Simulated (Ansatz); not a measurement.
A nudged elastic band was laid between two geometries of BF2H + ClH (6 atoms, charge 0, multiplicity 1).

Theory: RKS B3LYP-D4/def2-SVP in Ansatz 0.2.0.

```
movable images  : 7
climbing image  : yes
spring          : 5.0 eV/Å²
optimiser       : quadratic models (default)
start path      : through a guess of the saddle point
force threshold : 0.03 eV/Å
iteration limit : 60
end points      : relaxed
```

First end point:

```xyz
6
Properties=species:S:1:pos:R:3
B -0.013 0.396 -0.114
H -0.022 0.744 1.036
F 1.120 0.275 -0.773
F -1.137 0.208 -0.771
Cl 0.075 -2.513 0.992
H 0.105 -2.033 2.190
```

Last end point:

```xyz
6
Properties=species:S:1:pos:R:3
B 0.016 -0.609 -0.527
H 0.016 0.343 2.275
F 1.128 0.081 -0.640
F -1.134 0.019 -0.614
Cl 0.066 -2.343 -0.282
H 0.037 -0.414 2.348
```

Problem. What changes between the two ends?

Solution. Bonds broken: B1–H2, Cl5–H6. Bonds formed: B1–Cl5, H2–H6. BF2H + ClH becomes BClF2 + H2.

Problem. Give the energies along the band, and the barrier.

Solution. The forces met the threshold. The highest image is number 4 of 0 to 8, 25.4 kcal/mol above the first end and 38.4 kcal/mol above the last; the last end lies 13.0 kcal/mol below the first. A vibrational analysis at the climbing image gives one clearly imaginary mode, 1010i cm⁻¹: a first-order saddle point. The orbitals stay closed-shell, which can raise the energy where a bond breaks towards radicals; this wasn't checked here.

```tsv
image	path coordinate (Å)	energy (kcal/mol)	B1–H2 (Å)	Cl5–H6 (Å)	B1–Cl5 (Å)
0	0.00	0.0	1.20	1.29	3.11
1	0.48	0.5	1.20	1.29	3.06
2	0.96	2.4	1.21	1.29	2.91
3	1.44	10.3	1.22	1.33	2.52
4	1.92	25.4	1.33	1.57	2.12
5	2.40	6.7	1.67	1.99	1.86
6	2.89	-7.8	2.12	2.42	1.77
7	3.37	-12.2	2.53	2.85	1.76
8	3.85	-13.0	2.96	3.26	1.75
```

Problem. What is the geometry of the highest image?

Solution. 
```xyz
6
Properties=species:S:1:pos:R:3:forces:R:3
B 0.011 -0.195 0.094 0.00 0.00 0.00
H 0.009 0.189 1.371 0.00 0.00 0.00
F 1.155 0.120 -0.495 0.00 0.00 0.00
F -1.155 0.056 -0.481 0.00 0.00 0.00
Cl 0.071 -2.235 0.656 0.00 0.00 0.00
H 0.038 -0.859 1.415 0.00 0.00 0.00
```

Problem. What are the harmonic wavenumbers there?

Solution. 1010i, 245, 293, 516, 734, 805, 1076, 1099, 1363, 1454, 1657, 2131 cm⁻¹.

The band took 29 iterations and of the order of 4 core-minutes.

Time of the run: 3.6 min on 1 thread of Intel(R) Xeon(R) 6975P-C (Granite Rapids), on a shared host, peak memory 0.14 GiB.
